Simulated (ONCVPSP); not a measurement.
## Rh (Z = 45): one change to an ONCV potential, before and after

* Element: rhodium
* Generator: ONCVPSP 4.0.1
* Type: optimised norm-conserving Vanderbilt (ONCV)
* Functional: LDA (Perdew-Wang 92)
* Relativity: scalar-relativistic
* Frozen core: [Ar] 3d10 4s2
* Valence charge: 15
* Reference configuration: 4p6 4d8 5s1
* Partial waves: 5s: rc 2.55 bohr, ncon 4, nbas 8, qcut 2.2 1/bohr, 2 projectors, debl 1.8 Ha; 4p: rc 1.05 bohr, ncon 5, nbas 8, qcut 8.2 1/bohr, 3 projectors, debl 1.7 Ha; 4d: rc 1.60 bohr, ncon 4, nbas 9, qcut 11.9 1/bohr, 2 projectors, debl 2.8 Ha
* Local potential: polynomial inside 1.00 bohr (lpopt 5, dvloc0 2 Ha)
* Core correction: none

In the p channel the program set the typed energies aside and used -1.857, 0.250, 1.950 Ha.

Change: s: qcut 2.1.

Cutoffs: the cutoffs (Ha) at which the residual kinetic energy of the hardest occupied pseudo-wave falls to 1 and 0.1 mHa per electron; they do not see the model core or the augmentation charge, which bear on the density cutoff. Errors are all-electron minus pseudo energies relative to the spin-unpolarised reference configuration.

Q: Predict the effect on cutoff, ghosts and configuration errors.

A: The potential gets neither clearly harder nor softer (64 Ha and 137 Ha → 64 Ha and 137 Ha); both files keep a bound ghost (p, s); of the 4 tests that both files solve, the error grows in 0 and shrinks in 3 by more than 15 % and 0.3 meV (median size 5.6 → 4.4 meV).

| quantity | base | changed |
| --- | --- | --- |
| cutoff, loose | 64 Ha | 64 Ha |
| cutoff, tight | 137 Ha | 137 Ha |
| loose cutoff by channel | s 6.6 Ha, p 64 Ha, d 32 Ha | s 7.9 Ha, p 64 Ha, d 32 Ha |
| bound ghosts | s, p | s, p |
| GHOST(+) flags under 300 eV | s at 84.9 eV | s at 85.1 eV |
| error for 4p6 4d8 5s0, meV [ΔE 7.78 eV] | -8.5 | -8.0 |
| error for 4p6 4d7 5s0, meV [ΔE 27.55 eV] | +2.6 | +0.8 |
| error for 4p6 4d6 5s0, meV [ΔE 60.29 eV] | +16 | +10 |
| error for 4p6 4d7 5s1 5p1, meV [ΔE 6.63 eV] | -0.8 | -0.2 |
| s: phases at 2.59 bohr within 0.05 rad from the reference energy up to (Ha; the scan ends near 5) | 2.4 | 2.4 |
| p: phases at 1.07 bohr within 0.05 rad from the reference energy up to (Ha; the scan ends near 5) | to the end of the scan | to the end of the scan |
| d: phases at 1.62 bohr within 0.05 rad from the reference energy up to (Ha; the scan ends near 5) | to the end of the scan | to the end of the scan |

 A true bound ghost makes a file unfit for plane-wave use even where its test errors are small: the radial tests pick states by their node count and pass the ghost by.
